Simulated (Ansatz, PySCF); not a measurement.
Pair of molecules: H2O (SMILES O) (first 3 atoms) with PH3 (SMILES P); geometry from B3LYP-D3(BJ)/def2-TZVP.
(charge 0, multiplicity 1):
```xyz
7

O      0.2632    -0.0779    -0.5425
H      0.1242     0.0001     0.4118
H      1.1449     0.2748    -0.6984
P     -0.4624     0.1411     2.9231
H      0.1734    -0.5760     3.9656
H     -0.5898     1.3364     3.6715
H     -1.7599    -0.3281     3.2395
```

Monomers are frozen at their geometry in the pair; levels with a basis set take the counterpoise correction. Rows marked so take none.

Correlated levels freeze the cores. Rows in 6-31G* carry no dispersion term and start afresh at each structure (6-31G* with six Cartesian d functions).

Codes used: Ansatz (Gaussian basis) for Hartree–Fock, density functionals and correlated methods; PySCF for 6-31G* rows, the dispersion terms. Values without a source in brackets are computed.

### Question
One of these levels gives -0.96 kcal/mol for the interaction energy. Which?
(A) HF/aug-cc-pV(T+d)Z
(B) BLYP-D3(BJ)/def2-TZVPPD
(C) B3LYP/6-31G* (no counterpoise)
(D) CCSD(T)/aug-cc-pV(D+d)Z

### Answer
A, HF/aug-cc-pV(T+d)Z. The others give -2.87 (BLYP-D3(BJ)/def2-TZVPPD), -2.54 (B3LYP/6-31G* (no counterpoise)), -1.88 (CCSD(T)/aug-cc-pV(D+d)Z)

Ansatz is a program for electronic structure.
